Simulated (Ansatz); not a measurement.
Basis-set extrapolation for AlH$_{5}$OSi$_{2}$ (`[SiH3][SiH]1[O][AlH]1`) (PBE0-D4/def2-TZVP geometry, frozen core, Ansatz 0.2.0). Multiplicity 1, RHF reference.

|  | def2-TZVPP | def2-QZVPP |
| --- | --- | --- |
| HF | -897.637268 | -897.666248 |
| MP2 correlation | -0.554820 | -0.597727 |
| CCSD(T) correlation | -0.624628 | not run |

Energies in hartree. Use E(X) = E(∞) + A·exp(−7.88·√X) for Hartree–Fock and E(X) = E(∞) + B·X^(−2.97) for correlation, with X = 3 and 4, and add CCSD(T) minus MP2 of the smaller set to the MP2 limit.

Task: What is the CCSD(T) energy at the basis-set limit?

Result: HF limit: -897.666248 + (-0.028980) × 0.13774 = -897.67024. MP2 limit: -0.597727 + (-0.042907) × 0.74074 = -0.62951. Higher-order term: -0.624628 − (-0.554820) = -0.06981. Total: -898.36956 hartree, 67.6 kcal/mol below CCSD(T)/def2-TZVPP.
